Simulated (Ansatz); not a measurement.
A nudged elastic band was laid between two geometries of CH4 + H2OZn (9 atoms, charge 0, multiplicity 1).

Method: UKS PBE0/def2-SVP in Ansatz.

```
movable images  : 5
climbing image  : yes
spring          : 5.0 eV/Å²
optimiser       : quadratic models (default)
start path      : through a guess of the saddle point
force threshold : 0.03 eV/Å
iteration limit : 60
end points      : relaxed
```

Image 0:

```xyz
9
Properties=species:S:1:pos:R:3
Zn -1.559 -1.016 -1.575
H -1.323 -2.240 -2.445
O -1.917 0.351 -0.492
H 1.871 -0.458 0.600
C 1.261 0.342 1.042
H -1.516 1.197 -0.712
H 1.237 0.216 2.133
H 0.235 0.294 0.648
H 1.710 1.315 0.800
```

Image 6:

```xyz
9
Properties=species:S:1:pos:R:3
Zn -0.332 0.470 0.144
H -0.625 -1.760 -2.114
O -1.573 0.092 -1.084
H -0.331 -2.412 -2.389
C 1.066 0.956 1.376
H -2.270 -0.514 -0.813
H 0.734 1.752 2.061
H 1.952 1.324 0.834
H 1.378 0.093 1.985
```

Problem. What changes between the two ends?

Solution. Bonds broken: Zn1–H2, H4–C5. Bonds formed: Zn1–C5, H2–H4. CH4 + H2OZn becomes CH4OZn + H2.

Problem. Give the energies along the band, and the barrier.

Solution. The run converged. The highest image is number 3 of 0 to 6, 2.36 eV above the first end and 1.90 eV above the last; the last end lies 0.46 eV above the first. Neighbouring images differ by up to 2.3 eV, so the band resolves the path poorly. A vibrational analysis at the climbing image gives one clearly imaginary mode, 1551i cm⁻¹: a first-order saddle point. The orbitals stay closed-shell, which can raise the energy where a bond breaks towards radicals; this wasn't checked here.

| image | path coordinate (Å) | energy (eV) | Zn1–H2 (Å) | H4–C5 (Å) | Zn1–C5 (Å) |
| --- | --- | --- | --- | --- | --- |
| 0 | 0.00 | 0.00 | 1.52 | 1.10 | 4.08 |
| 1 | 2.50 | 0.04 | 1.52 | 1.10 | 3.12 |
| 2 | 5.00 | 0.04 | 1.52 | 1.10 | 3.09 |
| 3 | 7.50 | 2.36 | 1.78 | 1.53 | 2.14 |
| 4 | 9.19 | 0.60 | 3.00 | 2.90 | 1.93 |
| 5 | 10.87 | 0.49 | 2.73 | 4.11 | 1.93 |
| 6 | 12.56 | 0.46 | 3.19 | 5.24 | 1.93 |

Problem. What is the geometry of the highest image?

Solution. 
```xyz
9
Properties=species:S:1:pos:R:3
Zn -0.749 -0.094 -0.384
H 0.006 -1.660 -0.751
O -2.263 0.802 -0.671
H 0.604 -0.941 -0.151
C 1.099 0.276 0.629
H -2.895 0.297 -1.192
H 0.767 0.504 1.656
H 1.448 1.200 0.141
H 1.981 -0.382 0.723
```

Time of the run: 8.1 min on 2 threads of Arm Neoverse V1, on a shared host, peak memory 0.26 GiB.
